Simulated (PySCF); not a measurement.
THF cation (C4H8O), SMILES C1CCOC1 (connectivity only; charge and spin as stated), charge +1, multiplicity 2.

The structure is a stationary point at PBE0-D3(BJ)/def2-SVP. The multiplicity is an assumed one; no other spin state was optimised. One conformer was computed; it need not be the lowest.

These are TDA-PBE/def2-SVPD (PySCF) values and carry that method's errors.

Vertical excitations. The molecule is in vacuum.

Computed lowest excited states:
| state | energy (eV) | λ (nm) | f | main pairs |
|---|---|---|---|---|
| root 1 | 1.41 | 880 | 0.012 | β HOMO→LUMO 98 % |
| root 2 | 2.15 | 577 | 0.001 | β HOMO−1→LUMO 100 % |
| root 3 | 2.36 | 525 | 0.000 | β HOMO−2→LUMO 100 % |
| root 4 | 2.44 | 508 | 0.000 | β HOMO−3→LUMO 100 % |
| root 5 | 3.93 | 316 | 0.021 | β HOMO−4→LUMO 95 % |
| root 6 | 4.86 | 255 | 0.149 | β HOMO−5→LUMO 96 % |
| root 7 | 5.10 | 243 | 0.006 | β HOMO−6→LUMO 95 % |
| root 8 | 6.37 | 195 | 0.001 | β HOMO−7→LUMO 100 % |
| root 9 | 6.99 | 177 | 0.002 | β HOMO−8→LUMO 92 % |
| root 10 | 8.37 | 148 | 0.013 | α HOMO→LUMO 20 %, β HOMO−9→LUMO 78 % |
Unrestricted roots are not spin-pure.
